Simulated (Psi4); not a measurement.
C2H3Br2FGe (SMILES C=[CH][Ge]([F])([Br])[Br]), singlet, at a GFN2-xTB geometry; Psi4 with PBE/def2-TZVPD.

Psi4 was given this input:
```
memory 2 GB

molecule {
0 1
C    -3.02536643   -1.10722472    0.70700299
C    -2.03479287   -1.06130877   -0.16068589
Ge   -0.35646257   -0.06256029    0.21973550
F    -0.56945347    0.64172426    1.84132002
Br    1.54882402   -1.37011710    0.37579777
Br    0.04743663    1.74298250   -1.17348304
H    -2.97161034   -0.60645808    1.66114100
H    -3.93427687   -1.65056736    0.49603214
H    -2.07039611   -1.55565147   -1.11950741
}

set {
  basis def2-tzvpd
}

energy('pbe')
print_variables()
```

Output, abridged:

```
   => Loading Basis Set <=

    Name: DEF2-TZVPD
    Role: ORBITAL
    Keyword: BASIS

         ---------------------------------------------------------
                                   SCF
               by Justin Turney, Rob Parrish, Andy Simmonett
                          and Daniel G. A. Smith
                              RKS Reference
         ---------------------------------------------------------

  ==> Geometry <==

    Molecular point group: c1
    Full point group: C1

    Geometry (in Angstrom), charge = 0, multiplicity = 1:

       Center              X                  Y                   Z               Mass
    ------------   -----------------  -----------------  -----------------  -----------------
         C           -3.093899013557    -1.132886096618     0.721853453254    12.000000000000
         C           -2.103325453557    -1.086970146618    -0.145835426746    12.000000000000
         GE          -0.424995153557    -0.088221666618     0.234585963254    73.921177761000
         F           -0.637986053557     0.616062883382     1.856170483254    18.998403162730
         BR           1.480291436443    -1.395778476618     0.390648233254    78.918337600000
         BR          -0.021095953557     1.717321123382    -1.158632576746    78.918337600000
         H           -3.040142923557    -0.632119456618     1.675991463254     1.007825032230
         H           -4.002809453557    -1.676228736618     0.510882603254     1.007825032230
         H           -2.138928693557    -1.581312846618    -1.104656946746     1.007825032230

  Running in c1 symmetry.

  Rotational constants: A =      0.03713  B =      0.02593  C =      0.01801 [cm^-1]
  Rotational constants: A =   1113.26917  B =    777.34967  C =    539.94802 [MHz]
  Nuclear repulsion = 1157.249881424203522

  Charge       = 0
  Multiplicity = 1
  Electrons    = 126
  Nalpha       = 63
  Nbeta        = 63

  ==> Algorithm <==

  SCF Algorithm Type is DF.
  DIIS enabled.
  MOM disabled.
  Fractional occupation disabled.
  Guess Type is SAD.
  Energy threshold   = 1.00e-06
  Density threshold  = 1.00e-06
  Integral threshold = 1.00e-12

  ==> Primary Basis <==

  Basis Set: DEF2-TZVPD
    Blend: DEF2-TZVPD
    Number of shells: 111
    Number of basis functions: 309
    Number of Cartesian functions: 351
    Spherical Harmonics?: true
    Max angular momentum: 3

  ==> DFT Potential <==

   => LibXC <=

    Version 7.1.2
[...]
   @DF-RKS iter   6: -7402.06907789634170   -2.57480e-02   3.99946e-04 DIIS/ADIIS
   @DF-RKS iter   7: -7402.07639316590394   -7.31527e-03   1.41120e-04 DIIS/ADIIS
   @DF-RKS iter   8: -7402.07728659531404   -8.93429e-04   5.01754e-05 DIIS
   @DF-RKS iter   9: -7402.07735613541354   -6.95401e-05   1.21512e-05 DIIS
   @DF-RKS iter  10: -7402.07736192193170   -5.78652e-06   2.21523e-06 DIIS
   @DF-RKS iter  11: -7402.07736217196089   -2.50029e-07   9.10203e-07 DIIS
  Energy and wave function converged.

  ==> Post-Iterations <==

   Electrons on quadrature grid:
      Ntotal   =  126.0000432911 ; deviation = 4.329e-05

    Orbital Energies [Eh]
    ---------------------

    Doubly Occupied:

[...]
    Virtual:

[...]
    Final Occupation by Irrep:
              A
    DOCC [    63 ]
    NA   [    63 ]
    NB   [    63 ]

  @DF-RKS Final Energy: -7402.07736217196089

   => Energetics <=

    Nuclear Repulsion Energy =           1157.2498814242035223
    One-Electron Energy =              -12611.2049133909331431
    Two-Electron Energy =                4334.6872657266176248
    DFT Exchange-Correlation Energy =    -282.8095959318497421
    Empirical Dispersion Energy =           0.0000000000000000
    VV10 Nonlocal Energy =                  0.0000000000000000
    Total Energy =                      -7402.0773621719608855

Computation Completed

Properties will be evaluated at   0.000000,   0.000000,   0.000000 [a0]

Properties computed using the SCF density matrix

 Multipole Moments:

 ------------------------------------------------------------------------------------
     Multipole            Electronic (a.u.)      Nuclear  (a.u.)        Total (a.u.)
 ------------------------------------------------------------------------------------

 L = 1.  Multiply by 2.5417464519 to convert [e a0] to [Debye]
 Dipole X            :         15.4589432          -16.3179842           -0.8590410
 Dipole Y            :          5.4763550           -6.1101143           -0.6337593
 Dipole Z            :         -3.9769573            3.5359770           -0.4409803
 Magnitude           :                                                    1.1550177

 ------------------------------------------------------------------------------------

  Variable Map:
  ----------------------------------------------------------------------------
[...]
  Array Variable Map:
  ----------------------------------------------------------------------------
[...]
[...]
```
